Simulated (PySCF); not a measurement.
A calculated (UHF, PySCF 2.14, pcseg-2, no relativity, point nucleus) atom or ion has these occupied shells.

```json
{"shell": "1s", "electrons": "2", "orbital energy (eV)": "-4063.3", "rms radius, mean of both spins (bohr)": "0.0897"}
{"shell": "2s", "electrons": "2", "orbital energy (eV)": "-457.14", "rms radius, mean of both spins (bohr)": "0.396"}
{"shell": "2p", "electrons": "6", "orbital energy (eV)": "-370.35", "rms radius, mean of both spins (bohr)": "0.364"}
{"shell": "3s", "electrons": "2", "orbital energy (eV)": "-60.959", "rms radius, mean of both spins (bohr)": "1.24"}
{"shell": "3p", "electrons": "6", "orbital energy (eV)": "-36.388", "rms radius, mean of both spins (bohr)": "1.38"}
{"shell": "4s", "electrons": "2", "orbital energy (eV)": "-5.322", "rms radius, mean of both spins (bohr)": "4.51"}
```

(1) Name the element and its charge.

## Answers

(1) Ca (calcium, neutral), in [Ar] 4s2, closed-shell 1S.
